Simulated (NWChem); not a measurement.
System: C₂H₆F₂Si; SMILES FC[SiH2]CF

Here is an NWChem input.

```
start job
memory heap 200 mb stack 900 mb global 1100 mb
geometry units angstroms noautosym nocenter noautoz
  F      1.847576     0.361746    -0.944784
  C      1.370869    -0.674816    -0.161876
  Si     0.000000     0.000000     0.964384
  C     -1.370869     0.674816    -0.161876
  F     -1.847576    -0.361746    -0.944784
  H      0.967007    -1.464529    -0.820122
  H      2.207709    -1.113234     0.409695
  H     -0.529408    -1.105876     1.818296
  H      0.529408     1.105876     1.818296
  H     -2.207709     1.113234     0.409695
  H     -0.967007     1.464529    -0.820122
end
basis spherical
  * library def2-svp
end
dft
  xc pbe0
  iterations 150
end
cosmo
  do_cosmo_smd true
  solvent water
end
task dft energy
```

Coordinates come from a PBE0/def2-SVP optimisation. Solvent: water.

Level: PBE0/def2-SVP with SMD (1 M gas to 1 M solution), gas-phase geometry. Reactions with the solvent are ignored.

Question: Give the results of this calculation. (PBE0/def2-SVP, SMD on the gas-phase geometry.) Quantities: solvation free energy (kcal/mol); cavity-dispersion-structure term (kcal/mol); dipole in solution (D).

Answer: 
```yaml
solvation free energy (kcal/mol): 0.0
cavity-dispersion-structure term (kcal/mol): 4.6
dipole in solution (D): 1.77
```
